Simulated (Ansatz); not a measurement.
# Ligand exchange: GeH3I + NH3 → GeH3(NH2) + HI

Species: GeH3I `[GeH3][I]`, singlet; NH3 (ammonia) `N`, singlet; GeH3(NH2), singlet; HI (hydrogen iodide), singlet. The partners trade I for NH2: Ge–I and H–NH2 bonds give way to Ge–NH2 and H–I.

Shapes, held fixed at every level: PBE0-D4/def2-TZVP. Programs: Ansatz 0.2.0. The zero-point and thermal change to 298 K, harmonic and unscaled (PBE0-D4/def2-TZVP), is -11.0 kJ/mol.

Estimate ΔH(298 K) of this reaction.

The highest level, CCSD(T)/def2-TZVPP, gives ΔH(298 K) = +69.3 kJ/mol; the levels span +66.9 to +81.2. The column of differences is taken from that level and isn't an error. No measured value is set beside it here. For atoms past krypton def2 sets carry core potentials with scalar relativity. Relativity is left out for Ge. Outer-core shells of Ge, I are correlated, in sets that cover them unevenly. Times are processor times on shared x86 and Arm servers, and rough.

```
                level                   kind  ΔH(298 K) (kJ/mol)  less CCSD(T)/def2-TZVPP  CPU time (sum over the molecules)
     SPW92/def2-TZVPP                    LDA               +71.8                     +2.5                              4.4 s
 r2SCAN-D4/def2-TZVPP               meta-GGA               +78.3                     +9.0                               15 s
  BHLYP-D4/def2-TZVPP          global hybrid               +81.1                    +11.8                               11 s
r2SCAN0-D4/def2-TZVPP          global hybrid               +81.2                    +11.9                               14 s
    B2PLYP/def2-TZVPP          double hybrid               +74.9                     +5.6                               19 s
       MP2/def2-TZVPP    perturbation theory               +75.6                     +6.3                                  –
        CCSD/def2-SVP  coupled cluster or CI               +66.9                     -2.4                                  –
   CCSD(T)/def2-TZVPP  coupled cluster or CI               +69.3                      0.0                               74 s
```
